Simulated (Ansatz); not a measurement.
## Nudged elastic band run: GeH$_{2}$O

The input (input.yaml):

```yaml
crystal:
  periodic: [false, false, false]
  atoms:
    - { symbol: O, position_ang: [-0.139348, -0.675026, 0.532192] }
    - { symbol: Ge, position_ang: [0.516097, 0.565419, -0.623268] }
    - { symbol: H, position_ang: [0.56207, -1.327858, 0.725647] }
    - { symbol: H, position_ang: [-0.883318, 1.377165, -0.654871] }
basis:
  gaussian: { orbitals: def2-SVP }
hamiltonian:
  xc: pbe
neb:
  order_check: false
  images: 5
  f_tol: 0.03
  max_iterations: 60
  optimiser: lbfgs
  climbing: true
  final_atoms:
    - { symbol: O, position_ang: [0.61774636, -0.82113959, 0.337589] }
    - { symbol: Ge, position_ang: [0.61630036, 0.64982702, -0.72396249] }
    - { symbol: H, position_ang: [-0.241231, -0.9622205, 0.7800311] }
    - { symbol: H, position_ang: [-0.93731472, 1.07323308, -0.4139576] }
  initial_path:
    images:
      - { positions_ang: [[-0.139348, -0.675026, 0.532192], [0.516097, 0.565419, -0.623268], [0.56207, -1.327858, 0.725647], [-0.883318, 1.377165, -0.654871]] }
      - { positions_ang: [[-0.07416061, -0.80671455, 0.41776214], [0.4567242, 0.53947474, -0.64807454], [0.51581874, -1.20760759, 0.81662708], [-0.84288134, 1.41454741, -0.60661468]] }
      - { positions_ang: [[-0.00897322, -0.93840311, 0.30333229], [0.39735141, 0.51353047, -0.67288109], [0.46956749, -1.08735719, 0.90760716], [-0.80244467, 1.45192982, -0.55835836]] }
      - { positions_ang: [[0.05621416, -1.07009166, 0.18890243], [0.33797861, 0.48758621, -0.69768763], [0.42331623, -0.96710678, 0.99858724], [-0.76200801, 1.48931223, -0.51010204]] }
      - { positions_ang: [[0.24339156, -0.98710764, 0.23846462], [0.43075253, 0.54166648, -0.70644592], [0.20180049, -0.96547802, 0.92573519], [-0.82044358, 1.35061918, -0.47805389]] }
      - { positions_ang: [[0.43056896, -0.90412362, 0.28802681], [0.52352644, 0.59574675, -0.7152042], [-0.01971525, -0.96384926, 0.85288314], [-0.87887915, 1.21192613, -0.44600575]] }
      - { positions_ang: [[0.61774636, -0.82113959, 0.337589], [0.61630036, 0.64982702, -0.72396249], [-0.241231, -0.9622205, 0.7800311], [-0.93731472, 1.07323308, -0.4139576]] }
```

Command:

```bash
$ ansatz run input.yaml --threads 1 --pin off --max-ram 2048MiB --backend cpu --events-out ev --progress --plain --runs-dir out
```

Output, in part (warnings, iteration lines, the closing report on the highest movable image, with atoms numbered from 0):

```
NEB end point (image 0): max|allowed force component| = 6.522e-3 eV/Å (the criterion of neb.relax_end_points is 1.000e-2)
NEB end point (image 6): max|allowed force component| = 1.177e-2 eV/Å (the criterion of neb.relax_end_points is 1.000e-2)
NEB iter   1: max|band force component| = 4.079e1 eV/Å  barrier→ = 4.8513 eV  barrier← = 4.8314 eV  Δτ_max = 0.2000 Å  (177 SCF iters)
NEB iter   2: max|band force component| = 4.984e0 eV/Å  barrier→ = 0.8930 eV  barrier← = 0.8731 eV  Δτ_max = 0.0208 Å  (136 SCF iters)
NEB iter   3: max|band force component| = 4.101e0 eV/Å  barrier→ = 0.8071 eV  barrier← = 0.7872 eV  Δτ_max = 0.0922 Å  (121 SCF iters)
NEB iter   4: max|band force component| = 4.385e0 eV/Å  barrier→ = 0.6233 eV  barrier← = 0.6034 eV  Δτ_max = 0.0637 Å  (129 SCF iters)
NEB iter   5: max|band force component| = 2.578e0 eV/Å  barrier→ = 0.6027 eV  barrier← = 0.5828 eV  Δτ_max = 0.0212 Å  (126 SCF iters)
NEB iter   6: max|band force component| = 8.951e-1 eV/Å  barrier→ = 0.5977 eV  barrier← = 0.5778 eV  Δτ_max = 0.0149 Å  (115 SCF iters)
NEB iter   7: max|band force component| = 5.930e-1 eV/Å  barrier→ = 0.5837 eV  barrier← = 0.5639 eV  Δτ_max = 0.0120 Å  (119 SCF iters)
NEB iter   8: max|band force component| = 6.903e-1 eV/Å  barrier→ = 0.5701 eV  barrier← = 0.5503 eV  Δτ_max = 0.0101 Å  (120 SCF iters)
NEB iter   9: max|band force component| = 4.252e-1 eV/Å  barrier→ = 0.5635 eV  barrier← = 0.5436 eV  CI = image 3  Δτ_max = 0.0062 Å  (114 SCF iters)
NEB iter  10: max|band force component| = 3.964e-1 eV/Å  barrier→ = 0.5577 eV  barrier← = 0.5379 eV  CI = image 3  Δτ_max = 0.0214 Å  (114 SCF iters)
NEB iter  11: max|band force component| = 7.676e-1 eV/Å  barrier→ = 0.5407 eV  barrier← = 0.5209 eV  CI = image 3  Δτ_max = 0.0114 Å  (117 SCF iters)
NEB iter  12: max|band force component| = 4.779e-1 eV/Å  barrier→ = 0.5377 eV  barrier← = 0.5178 eV  CI = image 3  Δτ_max = 0.0031 Å  (113 SCF iters)
NEB iter  13: max|band force component| = 3.210e-1 eV/Å  barrier→ = 0.5357 eV  barrier← = 0.5158 eV  CI = image 3  Δτ_max = 0.0453 Å  (107 SCF iters)
NEB iter  14: max|band force component| = 6.215e-1 eV/Å  barrier→ = 0.5160 eV  barrier← = 0.4961 eV  CI = image 3  Δτ_max = 0.0094 Å  (122 SCF iters)
NEB iter  15: max|band force component| = 4.013e-1 eV/Å  barrier→ = 0.5153 eV  barrier← = 0.4955 eV  CI = image 3  Δτ_max = 0.0026 Å  (115 SCF iters)
NEB iter  16: max|band force component| = 1.594e-1 eV/Å  barrier→ = 0.5151 eV  barrier← = 0.4952 eV  CI = image 3  Δτ_max = 0.0052 Å  (97 SCF iters)
NEB iter  17: max|band force component| = 1.935e-1 eV/Å  barrier→ = 0.5141 eV  barrier← = 0.4942 eV  CI = image 3  Δτ_max = 0.0031 Å  (122 SCF iters)
NEB iter  18: max|band force component| = 1.393e-1 eV/Å  barrier→ = 0.5137 eV  barrier← = 0.4938 eV  CI = image 3  Δτ_max = 0.0037 Å  (106 SCF iters)
NEB iter  19: max|band force component| = 2.785e-1 eV/Å  barrier→ = 0.5131 eV  barrier← = 0.4932 eV  CI = image 3  Δτ_max = 0.0040 Å  (118 SCF iters)
NEB iter  20: max|band force component| = 1.291e-1 eV/Å  barrier→ = 0.5128 eV  barrier← = 0.4929 eV  CI = image 3  Δτ_max = 0.0019 Å  (103 SCF iters)
NEB iter  21: max|band force component| = 1.583e-1 eV/Å  barrier→ = 0.5124 eV  barrier← = 0.4925 eV  CI = image 3  Δτ_max = 0.0025 Å  (102 SCF iters)
NEB iter  22: max|band force component| = 1.164e-1 eV/Å  barrier→ = 0.5122 eV  barrier← = 0.4923 eV  CI = image 3  Δτ_max = 0.0030 Å  (103 SCF iters)
NEB iter  23: max|band force component| = 2.393e-1 eV/Å  barrier→ = 0.5117 eV  barrier← = 0.4918 eV  CI = image 3  Δτ_max = 0.0034 Å  (117 SCF iters)
NEB iter  24: max|band force component| = 1.102e-1 eV/Å  barrier→ = 0.5114 eV  barrier← = 0.4916 eV  CI = image 3  Δτ_max = 0.0015 Å  (103 SCF iters)
NEB iter  25: max|band force component| = 1.287e-1 eV/Å  barrier→ = 0.5112 eV  barrier← = 0.4913 eV  CI = image 3  Δτ_max = 0.0021 Å  (96 SCF iters)
NEB iter  26: max|band force component| = 9.764e-2 eV/Å  barrier→ = 0.5110 eV  barrier← = 0.4911 eV  CI = image 3  Δτ_max = 0.0025 Å  (103 SCF iters)
NEB iter  27: max|band force component| = 2.111e-1 eV/Å  barrier→ = 0.5106 eV  barrier← = 0.4908 eV  CI = image 3  Δτ_max = 0.0030 Å  (118 SCF iters)
NEB iter  28: max|band force component| = 9.719e-2 eV/Å  barrier→ = 0.5105 eV  barrier← = 0.4906 eV  CI = image 3  Δτ_max = 0.0011 Å  (97 SCF iters)
NEB iter  29: max|band force component| = 1.053e-1 eV/Å  barrier→ = 0.5103 eV  barrier← = 0.4904 eV  CI = image 3  Δτ_max = 0.0018 Å  (92 SCF iters)
NEB iter  30: max|band force component| = 8.229e-2 eV/Å  barrier→ = 0.5101 eV  barrier← = 0.4903 eV  CI = image 3  Δτ_max = 0.0023 Å  (98 SCF iters)
NEB iter  31: max|band force component| = 1.892e-1 eV/Å  barrier→ = 0.5098 eV  barrier← = 0.4899 eV  CI = image 3  Δτ_max = 0.0027 Å  (105 SCF iters)
NEB iter  32: max|band force component| = 8.711e-2 eV/Å  barrier→ = 0.5097 eV  barrier← = 0.4898 eV  CI = image 3  Δτ_max = 0.0009 Å  (96 SCF iters)
NEB iter  33: max|band force component| = 8.662e-2 eV/Å  barrier→ = 0.5096 eV  barrier← = 0.4897 eV  CI = image 3  Δτ_max = 0.0494 Å  (89 SCF iters)
NEB iter  34: max|band force component| = 1.760e0 eV/Å  barrier→ = 0.5069 eV  barrier← = 0.4870 eV  CI = image 3  Δτ_max = 0.0295 Å  (129 SCF iters)
NEB iter  35: max|band force component| = 9.898e-1 eV/Å  barrier→ = 0.5068 eV  barrier← = 0.4870 eV  CI = image 3  Δτ_max = 0.0100 Å  (112 SCF iters)
NEB iter  36: max|band force component| = 1.050e-1 eV/Å  barrier→ = 0.5068 eV  barrier← = 0.4870 eV  CI = image 3  Δτ_max = 0.0014 Å  (110 SCF iters)
NEB iter  37: max|band force component| = 2.578e-2 eV/Å  barrier→ = 0.5068 eV  barrier← = 0.4870 eV  CI = image 3  Δτ_max = 0.0000 Å  (217 SCF iters)
Total energy: -58577.54998044 eV, -2152.6852564916 hartree
Atom 0 at     0.070807    -0.892113     0.208433 Å, force     0.004502     0.000113    -0.005108 eV/Å
Atom 1 at     0.435643     0.492565    -0.881562 Å, force    -0.002308    -0.008136     0.007046 eV/Å
Atom 2 at     0.378265    -1.112185     1.101368 Å, force    -0.003180     0.008287    -0.004380 eV/Å
Atom 3 at    -0.829214     1.451433    -0.448538 Å, force     0.000986    -0.000263     0.002441 eV/Å
Dipole moment:     0.203345     0.021184     0.221513 e Å
```

The forces met the threshold. Another band between the same ends (5 images) ends at a top of the same energy, where a vibrational analysis finds 1 clearly imaginary mode.

Final band (atoms are numbered from 1 in the order of the input):

```csv
image,path coordinate (Å),energy (eV),dihedral H3–O1–Ge2–H4 (°)
0,0.00,0.00,-180
1,0.26,0.11,-155
2,0.51,0.36,-127
3,0.76,0.51,-93
4,1.05,0.33,-50
5,1.34,0.09,-16
6,1.62,0.02,0
```

The run took 4.5 min on 1 thread of Intel(R) Xeon(R) Processor @ 2.50GHz (Skylake/Cascade Lake) (shared host), peak memory 0.099 GiB.
